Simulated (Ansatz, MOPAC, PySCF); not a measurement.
Two rigid molecules brought together: H6Si2 ··· CH4O (SMILES [SiH3][SiH3] and CO). Monomers: optimised at B3LYP-D3(BJ) (def2-TZVP), held rigid. Orientation: lowest of the rigid-body minima from ten starts at GFN2-xTB. The monomers approach along the line of their centres of mass (distance R); nothing else relaxes.

Levels of theory: PM3, restricted, heats of formation (MOPAC); RKS-B3LYP/6-31G* = restricted B3LYP/6-31G*, spherical d, no counterpoise correction (PySCF); PM7, restricted, heats of formation (MOPAC); CCSD(T)/aug-cc-pVDZ = CCSD(T) on RHF/aug-cc-pVDZ, frozen core, counterpoise-corrected in Ansatz (an electronic-structure program).

Interaction energies in kJ/mol; the last columns give the difference from CCSD(T):

| R / Å | PM3 | RKS-B3LYP/6-31G* | PM7 | CCSD(T)/aug-cc-pVDZ | PM3 − CCSD(T)/aug-cc-pVDZ | RKS-B3LYP/6-31G* − CCSD(T)/aug-cc-pVDZ | PM7 − CCSD(T)/aug-cc-pVDZ |
|---|---|---|---|---|---|---|---|
| 3.01 | 29.69 | 4.32 | 22.28 | 6.26 | 23.43 | -1.95 | 16.02 |
| 3.23 | 17.17 | -4.95 | 6.39 | -3.99 | 21.16 | -0.95 | 10.38 |
| 3.39 | 12.68 | -8.04 | -0.54 | -7.32 | 20.01 | -0.72 | 6.78 |
| 3.59 | 9.27 | -9.59 | -5.20 | -8.76 | 18.03 | -0.83 | 3.56 |
| 3.77 | 7.17 | -9.75 | -6.73 | -8.64 | 15.81 | -1.11 | 1.90 |
| 4.09 | 4.65 | -8.65 | -6.12 | -7.11 | 11.76 | -1.54 | 0.99 |
| 4.36 | 3.30 | -7.06 | -4.49 | -5.56 | 8.85 | -1.50 | 1.06 |
| 4.87 | 1.84 | -3.85 | -2.04 | -3.23 | 5.07 | -0.61 | 1.19 |
| 5.56 | 0.97 | -1.18 | -0.69 | -1.52 | 2.49 | 0.34 | 0.83 |
| 6.60 | 0.47 | -0.22 | -0.20 | -0.55 | 1.02 | 0.32 | 0.35 |
| 7.85 | 0.24 | -0.08 | -0.07 | -0.20 | 0.43 | 0.11 | 0.13 |

PM3 is furthest from CCSD(T)/aug-cc-pVDZ at 3.01 (23.43 kJ/mol, above); its mean absolute difference over the points is 11.64 kJ/mol.

RKS-B3LYP/6-31G* is furthest from CCSD(T)/aug-cc-pVDZ at 3.01 (-1.95 kJ/mol, below); its mean absolute difference over the points is 0.91 kJ/mol.

PM7 is furthest from CCSD(T)/aug-cc-pVDZ at 3.01 (16.02 kJ/mol, above); its mean absolute difference over the points is 3.93 kJ/mol.
